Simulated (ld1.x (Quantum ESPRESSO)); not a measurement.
V (Z = 23): excitation energies, all-electron against TM

ld1.x (Quantum ESPRESSO) 7.5 input, shortened:

```
&input
   title='V', zed=23., rel=1, dft='PBE', iswitch=3,
   config='[Ar] 3d3 4s2 4p0'
 /
 &inputp
   pseudotype=2, tm=.true., lloc=2,
   nlcc=.false.
 /
3
4S  1  0   2.00   0.00  2.35  2.35  0.0
3P  2  1   6.00   0.00  1.30  1.30  0.0
3D  3  2   3.00   0.00  1.90  1.90  0.0
 &test
   configts(1)='3p6 3d3 4s2 4p0'
 /
```

Energies are relative to the spin-unpolarised reference configuration 3p6 3d3 4s2 4p0; without spin polarisation the order of configurations can differ from experiment. Not all tests gave a result: 1 of 7 tests not solved or not reliable.

(1) Give the all-electron excitation energy and the error of the potential for: 3p6 3d3 4s0 4p0; 3p6 3d2 4s0 4p0; 3p6 3d2 4s2 4p1; 3p6 3d3 4s0 4p1; 3p6 3d1 4s0 4p0; 3p5 3d3 4s2 4p0.

Note: ghost state, extra bound levels that the all-electron valence spectrum of the same l lacks: s at -126.7 eV. A true bound ghost makes a file unfit for plane-wave use.

Answers

(1)

```tsv
valence configuration	charge	ΔE all-electron (eV)	error AE − PS (meV)
3p6 3d3 4s0 4p0	+2	22.031	-0.6
3p6 3d2 4s0 4p0	+3	50.928	+136
3p6 3d2 4s2 4p1	0	5.778	-182
3p6 3d3 4s0 4p1	+1	11.840	-233
3p6 3d1 4s0 4p0	+4	96.802	+597
3p5 3d3 4s2 4p0	+1	50.947	-252
```

These tests converged, but a pseudo level misses the all-electron one widely, so the file describes the atom poorly there or has found another state: 3p6 3d1 4s0 4p0: empty 4s by 9.3 eV. ld1.x printed “convergence not achieved” for 1 of the counted tests; its residual had stalled under 1e-8, short of the target of 1e-14.
